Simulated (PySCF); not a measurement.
## Static response to an electric field

Compound: C₅H₁₀OSi.
Cartesian coordinates in Å at the GFN2-xTB level; atoms count from 1:
```xyz
17
C5H10OSi angstrom
C     -2.501    0.460    0.182
C     -1.034    0.326    0.495
O     -0.522    0.872    1.452
C     -0.240   -0.498   -0.422
C      0.623   -1.573    0.209
C      1.261   -0.337   -0.310
Si     1.941    0.935    0.922
H     -3.003    1.030    0.960
H     -2.619    0.971   -0.772
H     -2.954   -0.526    0.095
H     -0.693   -0.727   -1.378
H      0.720   -2.503   -0.334
H      0.541   -1.694    1.279
H      1.794   -0.438   -1.246
H      1.410    2.274    0.691
H      3.365    1.000    0.527
H      1.905    0.441    2.291
```

Level: CAM-B3LYP/def2-SVPD (PySCF), static field, nuclei fixed, core orbitals frozen in the response. The polarisability tensor in these axes (au):

```
x   99.17  1.42  3.91
y    1.42 82.12  5.82
z    3.91  5.82 76.21
```

**Question.** What are the eigenvalues, a third of the trace, and Δα (Δα² = ½Σ(αi − αj)² over the three pairs)?

**Answer.** Principal values 72.38, 84.98 and 100.14 au; mean 85.83 au = 12.72 Å³ = 14.15 × 10⁻⁴⁰ C²·m²/J; Δα = 24.08 au (28 % of the mean).

**Question.** What is the dipole moment, and where does it point?

**Answer.** (-2.33, -1.95, -2.36) D, 3.85 D in size, pointing from the negative to the positive side. Measured along this direction, the outermost atoms are H16 and H17 at the negative end and H10 at the positive end.

**Question.** Find the Langevin capture rate constant for NH4+ (18.034 u) meeting this molecule (114.050 u), k = 2.342 × 10⁻⁹ cm³/s × √(α in Å³ / reduced mass in u).

**Answer.** The reduced mass is 15.57 u, so k = 2.12 × 10⁻⁹ cm³/s. The formula leaves out the permanent dipole, which adds to the capture rate.

**Question.** Sum over states: ᾱ = Σ f/ω², ω in Eh. What share falls to these 8 lowest TDDFT singlets (eV, f)? 4.74, 0.0006; 6.74, 0.0967; 7.09, 0.0150; 7.43, 0.0396; 7.67, 0.0395; 7.85, 0.0072; 7.92, 0.0175; 7.99, 0.0063.

**Answer.** They add up to 3.21 au, 3.7 % of the 85.83 au; the largest single term is 1.57 au, from the state at 6.74 eV. Terms in order: 0.02, 1.57, 0.22, 0.53, 0.50, 0.09, 0.21, 0.07 au. Higher excitations give the rest. The strengths listed sum to 0.222.

**Question.** Molar refractivity from α?

**Answer.** Lorentz–Lorenz: R = (4π/3)N_A α = 2.5225 cm³/(mol·Å³) × 12.72 Å³ = 32.1 cm³/mol, in the limit of long wavelengths.

**Question.** In a dilute gas of rigid molecules at 400 K, how does the orientational term μ²/3kT compare with the electronic polarisability?

**Answer.** In Gaussian units μ²/3kT = 89.47 Å³ against 12.72 Å³, a ratio of 7.03; the Debye molar polarisation (4π/3)N_A(α + μ²/3kT) is 257.8 cm³/mol, leaving out the vibrational part.

Geometry: GFN2-xTB, one conformer, isolated molecule.
